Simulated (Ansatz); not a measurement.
`C[Si](C)(F)P` + HBr → `C[Si](C)(F)Br` + PH₃  (cleavage of the Si–P bond)

Isolated molecules relaxed with PBE0-D4/def2-TZVP in Ansatz; ΔE leaves out vibrations. CCSD(T)/CBS is the MP2 limit (def2-TZVPP, def2-QZVPP) plus CCSD(T) − MP2 in def2-TZVPP, frozen cores. This one scheme is used for every species. DFT in def2-TZVPP. For Br outer-core shells are correlated without core-valence functions, which leaves a few kJ/mol of doubt a bond. Scalar relativity is left out up to krypton. Each species was taken in one conformer, which may not be the lowest.

```csv
level,ΔE (kcal/mol),difference from CCSD(T)/CBS
PBE-D4,-18.8,2.7
ωB97X-V,-21.2,0.3
ωB97M-V,-21.9,-0.4
MP2/def2-TZVPP,-22.1,-0.6
CCSD/def2-TZVPP,-21.5,0.0
CCSD(T)/def2-TZVPP,-21.0,0.5
HF/def2-QZVPP,-24.9,-3.4
MP2/def2-QZVPP,-22.4,-0.9
HF/CBS(def2),-24.9,-3.4
MP2/CBS(def2),-22.6,-1.1
CCSD(T)/CBS,-21.5,0
```

Largest T1 diagnostic among the species: 0.013.

In def2-TZVPP, CCSD(T) changes the Hartree–Fock value by +4.0 kcal/mol (the triples alone add +0.6 kcal/mol) and MP2 by +2.9 kcal/mol. From PBE to PBE0 (25 % exact exchange), in def2-TZVPP and without D4, ΔE moves by −1.1 kcal/mol.

CCSD(T)/CBS has its own doubt, a few kJ/mol and more with outer-core shells, so smaller differences from it don't rank the levels.
